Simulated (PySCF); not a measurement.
## Nuclear quadrupole coupling in `Cc1cocc1C(F)(F)F`

Species: C6H5F3O.
Numbering: `[CH3:1][c:2]1[cH:3][o:4][cH:5][c:6]1[C:7]([F:8])([F:9])[F:10]` (hydrogens: H11, H12, H13 on C1; H14 on C3; H15 on C5)

Geometry (GFN2-xTB, Å), atoms numbered from 1 in this order:
```xyz
15
C6H5F3O angstrom
C     -1.7268   -0.7242    0.2410
C     -0.6816    0.3282    0.1676
C     -0.8034    1.6731    0.3503
O      0.3809    2.2948    0.1989
C      1.2898    1.3655   -0.0842
C      0.7043    0.1312   -0.1194
C      1.3655   -1.1668   -0.4003
F      2.6800   -1.0307   -0.6318
F      0.8506   -1.7884   -1.4781
F      1.2456   -2.0404    0.6174
H     -1.4719   -1.4559    1.0061
H     -2.6898   -0.2820    0.4782
H     -1.7999   -1.2488   -0.7105
H     -1.6530    2.2823    0.5846
H      2.3054    1.6701   -0.2418
```

Field gradients from the PBE0/pcSseg-1 density (PySCF, non-relativistic), principal values in atomic units, ordered |Vxx| ≤ |Vyy| ≤ |Vzz|:

| atom | Vxx | Vyy | Vzz |
| --- | --- | --- | --- |
| O4 | -0.6867 | -0.7437 | 1.4304 |

Question: Find the asymmetry η = (Vxx − Vyy)/Vzz and the couplings χ = eQV/h (234.96 MHz × Q in barn × V in au), with Q(17O) = −0.0256 b.

Answer: 
```
atom        environment  nucleus     η  χzz (MHz)  χxx (MHz)  χyy (MHz)
  O4  furan-type oxygen      17O  0.04      -8.60       4.13       4.47
```

The gradient is axial or nearly so (η below 0.05) at O4. The tensor is traceless: Vxx + Vyy + Vzz = 0.

Question: What is Vzz at O4 in SI units (1 au = 9.71736 × 10²¹ V/m²)?

Answer: 1.4304 au = 13.899 × 10²¹ V/m².

Question: And the gradient at the other heavy atoms, for which no coupling is worked out here?

Answer: 
```
atom                        environment  Vzz (au)     η
  C1               benzylic-type carbon     0.104  0.01
  C2        substituted aromatic carbon     0.204  0.50
  C3  aromatic CH next to a ring oxygen     0.331  0.85
  C5  aromatic CH next to a ring oxygen    -0.327  0.59
  C6        substituted aromatic carbon    -0.116  0.22
  C7                         CF3 carbon    -0.413  0.04
  F8            fluorine of a CF3 group     2.920  0.02
  F9            fluorine of a CF3 group     2.919  0.06
 F10            fluorine of a CF3 group     2.919  0.06
```

Were the hydrogens deuterons (Q(2H) = 0.00286 b), χzz would run from 207 kHz (H11 and H13) to 230 kHz (H14).

Geometry: GFN2-xTB; no solvent, vibrations or thermal averaging. GFN2-xTB bond lengths can be off by several hundredths of an ångström, more for odd bonds, and the gradients follow them. The basis is small and wasn't made for field gradients, so the couplings can be 20 % off.
